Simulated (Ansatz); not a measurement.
Ansatz (an electronic-structure program) job for C3H10NSi, SMILES CC(C)[N][SiH3] (connectivity only; charge and spin as stated), charge -1, multiplicity 1, PBE0/def2-SVPD. Coordinates come from a PBE0-D3(BJ)/def2-SVPD optimisation. The spin state was assumed, not searched. The isomer is the one that the SMILES or the coordinates give; other isomers of the formula were not compared. Other conformers were not sampled.

Ansatz 0.2 input:
```yaml
crystal:
  periodic: [false, false, false]
  atoms:
    - {symbol: C, position_ang: [-1.13507504, 1.38756103, 0.57408957]}
    - {symbol: C, position_ang: [-0.70776100, -0.09207990, 0.53592740]}
    - {symbol: C, position_ang: [-1.96083613, -0.97602709, 0.46718472]}
    - {symbol: N, position_ang: [0.16218297, -0.39697808, -0.54233960]}
    - {symbol: Si, position_ang: [1.79141346, -0.05127778, -0.59382875]}
    - {symbol: H, position_ang: [-1.81984110, 1.61222215, 1.41365401]}
    - {symbol: H, position_ang: [-1.63667134, 1.64305392, -0.37366981]}
    - {symbol: H, position_ang: [-0.24862084, 2.03285680, 0.66520505]}
    - {symbol: H, position_ang: [-0.25130545, -0.29561382, 1.54453722]}
    - {symbol: H, position_ang: [-1.66484292, -2.03441002, 0.49935578]}
    - {symbol: H, position_ang: [-2.66929835, -0.77341850, 1.29076206]}
    - {symbol: H, position_ang: [-2.47025346, -0.80110670, -0.49457521]}
    - {symbol: H, position_ang: [2.64109319, -0.50080767, 0.60924272]}
    - {symbol: H, position_ang: [2.45225991, -0.70985247, -1.78532482]}
    - {symbol: H, position_ang: [2.27444431, 1.40708738, -0.72241738]}
basis:
  gaussian:
    orbitals: def2-SVPD
hamiltonian:
  xc: {name: PBE0}
total_charge: -1
```

Output:

```
WARN ansatz: RAYON_NUM_THREADS=2 ignored (pool sized by the plan → 2); use --threads N
Functional definition: PBE0
integrals: 0.12 GiB planned
1567 factors; their error is unknown
mean field: 1.05 GiB planned
mean field evaluation 1: about -12622.4540 eV, gradient 4.5e1 eV
mean field evaluation 2: about -12609.6769 eV, gradient 8.3e1 eV
mean field evaluation 4: about -12627.2194 eV, gradient 3.5e0 eV
mean field evaluation 8: about -12627.2784 eV, gradient 3.2e-1 eV
mean field evaluation 16: about -12627.2786 eV, gradient 6.5e-5 eV
mean field -12627.27862412 eV, -464.0439303595 hartree, gradient 6.5e-5 eV, S^2 0.000000; 0 other end points of the search recorded, 0 dependent functions left out
reference -12627.27866918 eV, -464.0439320153 hartree; 25, 25 occupied and 159, 159 virtual orbitals, 1567 factors
Total energy: -12627.27866918 eV, -464.0439320153 hartree
```

The run converged.

Cost: about 8 core-seconds (a rough figure).
